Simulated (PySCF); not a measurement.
**How the method changes the constants of MgI⁻**

State: ¹Σ⁺ (singlet), closed shell. Set-up: Mg def2-SVPD, I def2-SVPD with ECP28; scalar-relativistic core potentials (PySCF 2.14). De refers to Mg + I⁻ in their ground configurations, without counterpoise correction. A positive dipole points towards I; it is taken about the centre of mass and depends on that origin.

```csv
Level,Re (Å),ωe (cm⁻¹),De (eV),μ (D)
RHF,3.068,132,n/a,5.37
RHF-MP2,2.992,153,0.67,n/a
RHF-SCS-MP2,3.010,148,0.62,n/a
RHF-CCSD,3.006,150,0.62,n/a
RHF-CCSD(T),2.996,153,0.66,n/a
LDA,2.912,172,0.88,5.21
PBE,2.989,156,0.73,5.16
r²SCAN,2.945,166,0.78,5.80
B3LYP,3.030,143,0.55,4.80
PBE0,2.973,158,0.72,5.34
HSE06,2.981,157,0.72,5.26
BHandHLYP,3.017,143,0.55,4.95
```

The bond length runs from 2.912 Å (LDA) to 3.068 Å (RHF). De spans 0.55 eV (BHandHLYP, global hybrid GGA) to 0.88 eV (LDA, local density).

Correlated steps freeze 5 core orbitals. Correlated levels converge slowly with the basis: in double zeta they bind strong bonds too weakly, by up to about 1 eV, and carry superposition errors of some tenths. Spin–orbit coupling is left out. For an ion De counts to the pair picked by the measured ionisation energies or electron affinities, which need not be the lowest pair at this level. The highest Kohn–Sham level is positive in this anion. Much of that is self-interaction error, but it also means that the finite basis helps to hold the extra electron.

The whole job (state search and all levels along the bond) took about 2.3 min on 1 thread of Arm Neoverse V1 (shared host), peak memory 0.73 GiB.
